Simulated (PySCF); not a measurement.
# Spinor energies of Cr¹⁹⁺ (chromium, charge +19)

Start: [He] 2s2 2p1; 2p1/2 filled at m_j = +1/2. Calculated with PySCF 2.14 in an uncontracted even-tempered set (17 s from 4.6 bohr⁻², ratio 2.4; 11 p from 6 bohr⁻², ratio 2.4; 5 d from 21 bohr⁻², ratio 2.6; 4 f from 31 bohr⁻², ratio 2.6): generalised Hartree-Fock with the X2C-1e Hamiltonian and a Gaussian nucleus; one run each with spin-orbit coupling (SO) switched off, then screened by Boettger's factors.

```json
{"spinor shell": "1s1/2", "electrons": "2", "ε, spin-free (eV)": "-7102.3", "ε, screened SO (eV)": "-7101.5", "weight of nominal j (screened SO)": "1.000", "rms radius, screened SO (bohr)": "0.0727"}
{"spinor shell": "2s1/2", "electrons": "2", "ε, spin-free (eV)": "-1540.0", "ε, screened SO (eV)": "-1539.8", "weight of nominal j (screened SO)": "1.000", "rms radius, screened SO (bohr)": "0.290"}
{"spinor shell": "2p1/2", "electrons": "1", "ε, spin-free (eV)": "-1491.3", "ε, screened SO (eV)": "-1498.4", "weight of nominal j (screened SO)": "1.000", "rms radius, screened SO (bohr)": "0.251"}
```

```json
{"quantity": "E (hartree)", "spin-free": "-743.20311", "screened SO": "-743.46828"}
{"quantity": "M_J", "spin-free": "1/2", "screened SO": "1/2"}
{"quantity": "⟨J²⟩", "spin-free": "1.116", "screened SO": "0.750"}
{"quantity": "⟨L²⟩", "spin-free": "2.001", "screened SO": "2.001"}
{"quantity": "⟨S²⟩", "spin-free": "0.750", "screened SO": "0.750"}
```

Each row is a mean over spinors that exchange with the open shell spreads, by up to 5.926 eV (2s1/2).

Without spin-orbit coupling the j labels of p, d and f shells carry no meaning; the spin-free column gives the mean over the occupied spinors of each nl shell, and its ⟨J²⟩ belongs to a mixture of degenerate components.
